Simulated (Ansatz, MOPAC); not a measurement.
Breaking a bond: Ba(F)2, SMILES [F][Ba][F] (BaF2). The Ba1–F3 bond (Ba1 also carries F; F3 carries nothing else) is stretched with both fragments frozen at the PBE0/def2-TZVP, def2 effective core potentials past Kr optimised geometry. Each curve is given relative to its own lowest point near equilibrium.

```json
[
 {"R / Å": "1.85", "A": "28.3", "B": "30.0", "C": "28.7"},
 {"R / Å": "1.96", "A": "14.0", "B": "12.5", "C": "11.6"},
 {"R / Å": "2.08", "A": "5.1", "B": "3.0", "C": "2.5"},
 {"R / Å": "2.16", "A": "1.9", "B": "0.4", "C": "0.2"},
 {"R / Å": "2.23", "A": "0.5", "B": "0.0", "C": "0.0"},
 {"R / Å": "2.30", "A": "0.0", "B": "0.8", "C": "1.0"},
 {"R / Å": "2.37", "A": "0.3", "B": "2.6", "C": "3.0"},
 {"R / Å": "2.50", "A": "2.5", "B": "7.5", "C": "8.3"},
 {"R / Å": "2.68", "A": "8.1", "B": "16.1", "C": "17.4"},
 {"R / Å": "2.91", "A": "17.9", "B": "28.0", "C": "29.9"},
 {"R / Å": "3.27", "A": "35.5", "B": "45.4", "C": "48.1"},
 {"R / Å": "3.66", "A": "53.2", "B": "61.1", "C": "64.7"},
 {"R / Å": "4.13", "A": "69.5", "B": "75.6", "C": "80.6"},
 {"R / Å": "4.64", "A": "81.3", "B": "86.9", "C": "93.0"},
 {"R / Å": "5.46", "A": "92.7", "B": "98.2", "C": "104.0"},
 {"R / Å": "6.42", "A": "101.1", "B": "105.5", "C": "110.6"}
]
```

Energies in kcal/mol.

Q: Which curve belongs to which method? The methods are PM6, restricted, heats of formation (MOPAC 23.2.5); restricted PBE/def2-TZVP, def2 effective core potentials past Kr (Ansatz, an electronic-structure program); unrestricted PBE0/def2-TZVP, def2 effective core potentials past Kr (Ansatz).

A: A is PM6; B is RKS-PBE; C is UKS-PBE0.

The unrestricted determinant behind UKS-PBE0 is spin-contaminated at 4.64 to 6.42 Å (<S²> up to 0.5, against 0.00 for a pure singlet).
